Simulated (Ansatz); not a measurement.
GeH₇NOSi (`N[SiH2][O][GeH3]`), relaxed with RKS PBE0-D4/def2-TZVP in Ansatz 0.2.0 from a PBE-D4/def2-SVP geometry. The force threshold is 0.005 eV/Å; the program also tests the step.

The species carries charge 0 and has multiplicity 1.

Start:

```xyz
11

N     0.056   -0.478   -2.410
Si   -0.538    0.124   -0.901
O     0.492   -0.189    0.393
Ge    0.404    0.180    2.150
H     0.091   -1.490   -2.560
H     0.873   -0.032   -2.834
H    -0.695    1.613   -1.054
H    -1.864   -0.543   -0.646
H     1.700   -0.406    2.761
H     0.337    1.720    2.347
H    -0.857   -0.499    2.753
```

(1) By how much does the energy fall, and how many steps does the optimiser take? (Estimate.)

(2) Which bonds change most? (Estimate.)

(3) Give the relaxed structure. (Estimate.)

## Answers

(1) The calculation gave: 0.07 eV, in 6 steps.

(2) Computed: Si2–O3 from 1.683 to 1.638 Å; N1–Si2 from 1.730 to 1.704 Å; O3–Ge4 from 1.797 to 1.772 Å; Si2–H8 from 1.506 to 1.487 Å.

(3) Computed: 
```xyz
11

N     0.082   -0.483   -2.362
Si   -0.517    0.118   -0.884
O     0.463   -0.171    0.396
Ge    0.395    0.181    2.132
H     0.072   -1.471   -2.556
H     0.849   -0.028   -2.828
H    -0.678    1.588   -1.039
H    -1.828   -0.541   -0.638
H     1.683   -0.404    2.724
H     0.331    1.706    2.327
H    -0.852   -0.494    2.727
```
